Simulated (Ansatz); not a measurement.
`F[Si](F)(Cl)Cl` + CH₃SH → `CS[Si](F)(F)Cl` + HCl at 500 K and 1 bar (ligand exchange at the Si–Cl bond).

Computed with Ansatz on PBE0-D4/def2-TZVP structures; ΔE is electronic, products minus reactants. CCSD(T)/CBS is the MP2 limit (def2-TZVPP, def2-QZVPP) plus CCSD(T) − MP2 in def2-TZVPP, frozen cores. This one scheme is used for every species. Each species was taken in one conformer, which may not be the lowest.

| species | CCSD(T)/CBS energy (Eh) | H − E (kJ/mol) | S (J/(mol·K)) |
| --- | --- | --- | --- |
| `F[Si](F)(Cl)Cl` | -1408.46553 | 61.7 | 369.0 |
| CH₃SH | -438.22835 | 145.1 | 283.7 |
| `CS[Si](F)(F)Cl` | -1386.30078 | 175.6 | 448.3 |
| HCl | -460.38127 | 32.5 | 201.9 |

H − E and S are ideal-gas, rigid-rotor, harmonic terms from PBE0-D4/def2-TZVP, for one conformer and one mirror image of each species. 1 Eh = 2625.50 kJ/mol, R = 8.31446 J/(mol·K).

Problem. By hand: ΔE, ΔH, ΔS and ΔG.

Solution. ΔE = (-1386.30078) + (-460.38127) − (-1408.46553) − (-438.22835) = 0.01183 Eh = 31.1 kJ/mol. Δ(H − E) = 175.6 + 32.5 − 61.7 − 145.1 = 1.3, so ΔH = 32.4 kJ/mol. ΔS = 448.3 + 201.9 − 369.0 − 283.7 = -2.5 J/(mol·K). ΔG = 32.4 − 500 × (-2.5)/1000 = 33.6 kJ/mol.

Problem. By hand: the equilibrium constant, and the temperature at which ΔG would vanish if ΔH and ΔS stayed fixed.

Solution. log₁₀ K = −ΔG/(RT ln 10) = -3.5. ΔH and −TΔS have one sign here, so there is no such temperature. One of them is within its doubt of zero, so this could turn.

The number of gas molecules stays the same, so ΔS is small and ΔH decides. A doubt of 5 kJ/mol in ΔE shifts log₁₀ K by 0.5 here. Other conformers and mirror images would add mixing entropy, several J/(mol·K) or more a flexible species. Modes under 60 cm⁻¹, often nearly free rotors, make the harmonic entropy too high. These are equilibria of isolated gas molecules and say nothing of rates. Largest T1 diagnostic: 0.011 (customary marks: 0.02 for closed shells, 0.045 for open ones).
